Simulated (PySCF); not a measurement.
C6H9ClSi.
Atom-mapped SMILES: `[CH3:1][C:2]#[C:3][C@H:4]1[CH2:5][Si@@H:6]([Cl:7])[CH2:8]1`

NICS = −σ at a ghost point: NICS(0) at the centroid of the ring atoms, NICS(1) 1 Å to either side along the normal of their mean plane, zz for the tensor component along that normal. Level: GIAO PBE0/pcSseg-1 (PySCF, non-relativistic, gas phase) on the GFN2-xTB geometry, one conformer.

Ring bond lengths (Å), with Mayer bond orders in brackets: C4–C5 1.553 (0.96), C5–Si6 1.909 (0.94), Si6–C8 1.909 (0.94), C8–C4 1.553 (0.96).

Problem. Give the NICS values of each ring in ppm.

Solution. 
```tsv
ring	type	NICS(0)	NICS(1), two faces	NICS(1)zz, two faces	rms pucker (Å)	centre to ring atoms, mean (Å)
C4–C5–Si6–C8	4-membered ring with Si; formal bonds all single	-0.6	-2.1 / -0.6	1.1 / 7.3	0.08	1.22
```

Problem. What can be read from them?

Solution. 
- C4–C5–Si6–C8: mean NICS(1)zz 4.2 ppm, deshielded. C4, C5, Si6, C8 have four or more neighbours; no verdict on aromaticity is drawn. The two faces differ by 6.2 ppm, so no symmetry operation interchanges them.

Problem. What field does 14.1 T along the ring normal induce along that normal at the second NICS(1) probe listed for ring C4–C5–Si6–C8, 1 Å off the ring?

Solution. NICSzz × B0 = 7.3 ppm × 14.1 T = 103 μT, along the applied field.

Problem. List the ring angles and the Hirshfeld charges of the ring atoms.

Solution. 
- C4–C5–Si6–C8: C4 99.6° (-0.012 e), C5 90.7° (-0.163 e), Si6 76.8° (+0.369 e), C8 90.7° (-0.163 e); sum 357.7° against 360° for a flat convex ring.

Problem. How shielded are the nuclei of the rings and their hydrogens (means over atoms taken as equivalent)?

Solution. 
```
       atoms                  environment  σ isotropic (ppm)
          C4           propargylic carbon              166.8
     C5 (×2)  sp3 carbon bound to silicon              151.9
         Si6       chlorine-bound silicon              344.3
     H on C4             methine hydrogen              28.96
H on C5 (×2)           methylene hydrogen              29.49
H on C5 (×2)           methylene hydrogen              29.71
    H on Si6                Si–H hydrogen              26.19
```
